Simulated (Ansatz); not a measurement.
Reaction (redistribution): `N#[C][In]([F])[Cl]` + `C[SiH](F)Cl` → `[F][In]([Cl])[Cl]` + `C[SiH](F)C#N`

Gas-phase electronic energies from Ansatz, PBE0-D4/def2-TZVP geometries. CCSD(T)/CBS is the MP2 limit (def2-TZVPP, def2-QZVPP) plus CCSD(T) − MP2 in def2-TZVPP, frozen cores. Functionals use def2-TZVPP. B3LYP here is the variant with VWN-RPA as its local correlation; programs differ in this. HSE06 is defined as in plane-wave codes. def2 core potentials past Kr. For In outer-core shells are correlated without core-valence functions, which leaves a few kJ/mol of doubt a bond.

`N#[C][In]([F])[Cl]`:

Cartesian coordinates in Å:
```
N 0.919 0.330 -2.431
C 0.535 0.200 -1.352
In -0.187 -0.056 0.584
F 0.779 0.765 2.031
Cl -2.046 -1.238 1.169
```

`C[SiH](F)Cl`:

Cartesian coordinates in Å:
```
C 0.217 0.800 -0.580
Si -0.294 -0.618 0.481
F -0.988 -1.733 -0.421
Cl 1.344 -1.469 1.364
H -0.655 1.241 -1.069
H 0.704 1.570 0.022
H 0.919 0.469 -1.349
H -1.247 -0.261 1.552
```

`[F][In]([Cl])[Cl]`:

Cartesian coordinates in Å:
```
F -0.330 0.857 -1.748
In -0.008 0.021 -0.042
Cl -0.018 -2.263 0.035
Cl 0.356 1.385 1.754
```

`C[SiH](F)C#N`:

Cartesian coordinates in Å:
```
C 0.984 0.614 0.477
Si -0.702 0.183 -0.124
F -1.093 1.053 -1.399
C -0.718 -1.587 -0.677
N -0.702 -2.697 -0.982
H 1.020 1.657 0.799
H 1.252 -0.018 1.328
H 1.726 0.464 -0.309
H -1.767 0.330 0.887
```

```tsv
level	ΔE (kcal/mol)	difference from CCSD(T)/CBS
PBE-D4	-3.8	-0.5
revPBE-D4	-3.6	-0.3
BLYP-D4	-4.7	-1.4
r2SCAN-D4	-4.1	-0.8
B97M-V	-4.4	-1.1
PBE0-D4	-3.7	-0.4
r2SCANh-D4	-4.0	-0.7
r2SCAN0-D4	-3.8	-0.5
HSE06-D4	-3.8	-0.5
BHLYP-D4	-4.6	-1.3
CAM-B3LYP-D4	-3.9	-0.6
ωB97X-V	-3.1	0.2
ωB97M-V	-2.8	0.5
PBE-QIDH	-3.0	0.3
PBE	-3.9	-0.6
revPBE	-4.1	-0.8
BLYP	-5.1	-1.8
r2SCAN	-4.1	-0.8
PBE0	-3.8	-0.5
B3LYP	-4.8	-1.5
r2SCANh	-4.0	-0.7
r2SCAN0	-3.8	-0.5
HSE06	-3.9	-0.6
BHLYP	-4.7	-1.4
CAM-B3LYP	-4.0	-0.7
LC-ωPBE	-2.5	0.8
RPA@PBE/def2-TZVPP	-2.1	1.2
HF/def2-SVP	-6.5	-3.2
MP2/def2-SVP	-4.4	-1.1
HF/def2-TZVPP	-5.2	-1.9
MP2/def2-TZVPP	-2.1	1.2
SCS-MP2/def2-TZVPP	-2.5	0.8
CCSD/def2-TZVPP	-2.5	0.8
CCSD(T)/def2-TZVPP	-2.2	1.1
HF/def2-QZVPP	-5.3	-2.0
MP2/def2-QZVPP	-2.7	0.6
SCS-MP2/def2-QZVPP	-3.1	0.2
HF/CBS(def2)	-5.3	-2.0
MP2/CBS(def2)	-3.1	0.2
CCSD/CBS(def2)	-3.5	-0.2
CCSD(T)/CBS	-3.3	0
```

(1) What do rigid-rotor, harmonic-oscillator terms from PBE0-D4/def2-TZVP frequencies (298.15 K, 1 bar) make of the CCSD(T)/CBS value? (Estimate.)

Largest T1 diagnostic among the species: 0.016.

Answers

(1) Ansatz gave: ΔZPE = +0.2 kcal/mol, ΔH = -3.1 kcal/mol, ΔS = -7 J/(mol·K), ΔG = -2.6 kcal/mol.

In def2-TZVPP, CCSD(T) changes the Hartree–Fock value by +2.9 kcal/mol (the triples alone add +0.3 kcal/mol) and MP2 by +3.1 kcal/mol. Leaving LDA and LC-ωPBE aside and taking each functional with its dispersion term where it has one, the values spread over 1.9 kcal/mol, from BLYP-D4 to ωB97M-V. At CCSD(T), def2-SVP lies −1.1 kcal/mol from the extrapolated value and def2-TZVPP +1.1 kcal/mol.
